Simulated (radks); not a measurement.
Valence configurations of Ho (all share [Xe]). Calculated with a radial shooting solver on a logarithmic mesh with Libxc functionals: scalar-relativistic Kohn-Sham, BLYP, spin-polarised, spherical densities, point nucleus; open shells are filled with parallel spins first (spin-orbit coupling, left out, can overturn this in heavy ions). Order these by energy: 4f11 6s1 6p1; 4f11 6s2; 4f11 6p2; 4f10 5d1 6s1 6p1; 4f10 5d1 6p2; 4f10 5d1 6s2; 4f10.5 5d0.5 6s2; 4f9 6s2 6p2; 4f10.5 6p2.5.

Answer. From the lowest, in eV above it: 4f11 6s2 0.000; 4f10.5 5d0.5 6s2 0.859; 4f11 6s1 6p1 2.404; 4f10 5d1 6s2 2.756; 4f10 5d1 6s1 6p1 5.220; 4f11 6p2 5.457; 4f10.5 6p2.5 7.324; 4f10 5d1 6p2 8.666; 4f9 6s2 6p2 17.192. NIST lists [Xe] 4f11 6s2 as the ground configuration; this level of theory agrees among the configurations tried. The energies are those of spherical high-spin densities, not of single terms. No valid solution was reached for [Xe] 4f12 6s1.
